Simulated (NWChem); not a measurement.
Species: C$_{3}$HCl$_{2}$F; SMILES FC(Cl)=C=CCl

```xyz
7

F     -1.5621     1.6089     0.2562
C     -0.4035     1.0558    -0.0513
Cl     0.9014     2.1671     0.0646
C     -0.2669    -0.1940    -0.4101
C     -0.1102    -1.4364    -0.7815
Cl     0.1994    -2.7397     0.3138
H     -0.1636    -1.7584    -1.8271
```
Atoms are numbered in this order, from 1.

Computed with NWChem. Pople sets run with spherical d functions. All runs use the structure optimised with PBE0/def2-SVP. GIAO values for the isolated, static molecule; σ is the absolute isotropic shielding, δ = σ(reference) − σ with the isolated reference molecule computed at the same levels (13C: tetramethylsilane, 19F: trichlorofluoromethane, 1H: tetramethylsilane).

| level | δ F1 (ppm) | δ C2 (ppm) | σ Cl3 (ppm) | δ C4 (ppm) | δ C5 (ppm) | σ Cl6 (ppm) | δ H7 (ppm) |
|---|---|---|---|---|---|---|---|
| KT2/pcSseg-1 | -85.7 | 139.9 | 637.8 | 187.3 | 106.4 | 655.2 | 6.73 |
| PBE0/pcSseg-1 | -76.5 | 147.3 | 658.9 | 201.0 | 114.7 | 684.4 | 6.77 |
| B3LYP/6-31G* | -72.7 | 134.5 | 684.4 | 182.4 | 100.6 | 708.7 | 6.29 |
